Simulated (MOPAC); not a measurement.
A run for MOPAC: AM1 on GaO+, 2S+1 = 3, a spin state set in the input, which need not be the lowest, a point of a bond scan (R = 2.049 Å). Charge +1.

```
AM1 1SCF PRECISE CHARGE=1 UHF MS=1 THREADS=1
GaO

O      0.00000000 1     0.00000000 1     0.00000000 1
Ga     0.00000000 1     0.00000000 1     2.04917400 1
```

Program output:

```
*******************************************************************************
 **                                                                           **
 **                              MOPAC v23.2.5                                **
 **                                                                           **
 *******************************************************************************
 ** MOPAC's Digital Object Identifier: https://doi.org/10.5281/zenodo.6511958 **
 **                                                                           **
 ** Please cite the open-source release paper for use of this MOPAC version:  **
 ** J. E. Moussa and J. J. P. Stewart (2026)                                  **
 ** MOPAC: An open-source semiempirical molecular orbital program             **
 ** J. Open Source Softw., 11(119), 8025, https://doi.org/10.21105/joss.08025 **
 *******************************************************************************

                              AM1 CALCULATION RESULTS

 *******************************************************************************
 *  AM1        - The AM1 Hamiltonian to be used
 *  UHF        - UNRESTRICTED HARTREE-FOCK CALCULATION
 *
 *
 *
 *                 CHARGE ON SYSTEM = +1
 *
 *
 *
 *  MS=        - IN MECI, MAGNETIC COMPONENT OF SPIN =  1.0
 *  PRECISE    - TIGHTER CRITERIA TO BE USED
 *  1SCF       - DO 1 SCF AND THEN STOP
 *  THREADS=1  - MULTI-THREADING NOT USED
 *  T=         - A TIME OF 172800.0 SECONDS REQUESTED
 *  DUMP=N     - RESTART FILE WRITTEN EVERY 7200.0 SECONDS REQUESTED
 *******************************************************************************
AM1 1SCF PRECISE CHARGE=1 UHF MS=1 THREADS=1
 GaO

   ATOM   CHEMICAL          X               Y               Z
  NUMBER   SYMBOL      (ANGSTROMS)     (ANGSTROMS)     (ANGSTROMS)

     1       O          0.00000000  *   0.00000000  *   0.00000000  *
     2      Ga          0.00000000  *   0.00000000  *   2.04917400  *



          CARTESIAN COORDINATES

    NO.       ATOM           X           Y           Z

     1         O          0.0000      0.0000      0.0000
     2        Ga          0.0000      0.0000      2.0492

  O: (AM1): M.J.S. DEWAR ET AL, J. AM. CHEM. SOC. 107 3902-3909 (1985)
 Ga: (AM1): J. J. P. STEWART, J. MOL. MOD., 10, 155-164 (2004)

           Empirical Formula: O Ga  =     2 atoms



      MOLECULAR POINT GROUP   :   C*v


          UHF CALCULATION, NO. OF ALPHA ELECTRONS =    5
                           NO. OF BETA  ELECTRONS =    3

 -------------------------------------------------------------------------------
 AM1 1SCF PRECISE CHARGE=1 UHF MS=1 THREADS=1
 GaO



     1SCF WAS SPECIFIED, SO BFGS WAS NOT USED
     SCF FIELD WAS ACHIEVED


                              AM1 CALCULATION
                                                       MOPAC v23.2.5 Linux




          FINAL HEAT OF FORMATION =        275.61218 KCAL/MOL =    1153.16134 KJ/MOL


          COSMO AREA              =         74.62 SQUARE ANGSTROMS
          COSMO VOLUME            =         57.24 CUBIC ANGSTROMS

          IONIZATION POTENTIAL    =         19.725106 EV
          ALPHA SOMO LUMO (EV)    =        -19.725 -9.268
          BETA  SOMO LUMO (EV)    =        -20.395-10.538
          NO. OF ALPHA ELECTRONS  =          5
          NO. OF BETA  ELECTRONS  =          3
          MOLECULAR WEIGHT        =         85.7344         POINT GROUP:  C*v

          MOLECULAR DIMENSIONS (Angstroms)

            Atom       Atom       Distance
           Ga     2    O     1     2.04917
           Ga     2    O     1     0.00000
            O     1   Ga     2     0.00000


          SCF CALCULATIONS        =          1





   ATOM   CHEMICAL          X               Y               Z
  NUMBER   SYMBOL      (ANGSTROMS)     (ANGSTROMS)     (ANGSTROMS)

     1       O          0.00000000  *   0.00000000  *   0.00000000  *
     2      Ga          0.00000000  *   0.00000000  *   2.04917400  *

                             CARTESIAN COORDINATES

   1    O        0.000000000     0.000000000     0.000000000
   2   Ga        0.000000000     0.000000000     2.049174000


           Empirical Formula: O Ga  =     2 atoms



      MOLECULAR POINT GROUP   :   C*v


          ALPHA EIGENVALUES
 -45.32662 -24.42300 -24.14753 -23.05195 -19.72511  -9.26781  -8.93398  -7.40122


           BETA EIGENVALUES
 -37.71200 -21.31052 -20.39530 -10.53776  -8.76809  -8.55970  -7.69997  -7.38210


              NET ATOMIC CHARGES AND DIPOLE CONTRIBUTIONS

  ATOM NO.   TYPE          CHARGE      No. of ELECS.   s-Pop       p-Pop
    1          O           0.245119        5.7549     1.94888     3.80601
    2         Ga           0.754881        2.2451     0.00921     2.23591
 DIPOLE           X         Y         Z       TOTAL
 POINT-CHG.     0.000     0.000    -0.576     0.576
 HYBRID        -0.000     0.000     0.333     0.333
 SUM           -0.000     0.000    -0.243     0.243


          ATOMIC ORBITAL ELECTRON POPULATIONS

     Atom    s        px        py        pz
    1  O   1.94888   1.05377   0.97801   1.77422
    2 Ga   0.00921   1.94623   0.02199   0.26770


                    (SZ)    =    1.000000
                    (S**2)  =    2.008496


          ATOMIC ORBITAL SPIN POPULATIONS

    Atom   Total    s     px     py     pz
         Atomic
    1  O  1.9874  0.014  0.946  0.978  0.049
    2 Ga  0.0126 -0.002  0.054  0.022 -0.061

 **********************
 *                    *
 * JOB ENDED NORMALLY *
 *                    *
 **********************




 == MOPAC DONE ==
```

The run finished.

Cost: about 0.020 core-seconds (a rough figure).
